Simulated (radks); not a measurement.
Charge is removed step by step from the 4p level of neutral dysprosium, starting from [Xe] 4f10 6s2. Method: non-relativistic Kohn-Sham, PBE, spin-unpolarised, spherical densities, point nucleus; relativity is left out, which matters for an element this heavy; computed with a radial shooting solver on a logarithmic mesh with Libxc functionals.

removed (e) = 0: E - E(0) (eV) 0.000; eigenvalue (eV) -275.26; E minus straight line (eV) 0.000
removed (e) = 0.1: E - E(0) (eV) 27.611; eigenvalue (eV) -276.98; E minus straight line (eV) -0.837
removed (e) = 0.2: E - E(0) (eV) 55.398; eigenvalue (eV) -278.75; E minus straight line (eV) -1.498
removed (e) = 0.3: E - E(0) (eV) 83.363; eigenvalue (eV) -280.57; E minus straight line (eV) -1.981
removed (e) = 0.4: E - E(0) (eV) 111.51; eigenvalue (eV) -282.43; E minus straight line (eV) -2.279
removed (e) = 0.5: E - E(0) (eV) 139.85; eigenvalue (eV) -284.32; E minus straight line (eV) -2.390
removed (e) = 0.6: E - E(0) (eV) 168.38; eigenvalue (eV) -286.26; E minus straight line (eV) -2.309
removed (e) = 0.7: E - E(0) (eV) 197.10; eigenvalue (eV) -288.23; E minus straight line (eV) -2.033
removed (e) = 0.8: E - E(0) (eV) 226.03; eigenvalue (eV) -290.23; E minus straight line (eV) -1.558
removed (e) = 0.9: E - E(0) (eV) 255.15; eigenvalue (eV) -292.27; E minus straight line (eV) -0.882
removed (e) = 1: E - E(0) (eV) 284.48; eigenvalue (eV) -294.33; E minus straight line (eV) 0.000

Removing the whole electron costs 284.48 eV by Delta-SCF, against 275.26 eV from minus the eigenvalue at the starting occupation. Slater's transition state (half an electron removed) gives 284.32 eV. Integrating minus the eigenvalue over the occupation (Janak's theorem) gives 284.48 eV. The mean slope of the eigenvalue, de/dn, is 19.1 eV per electron.
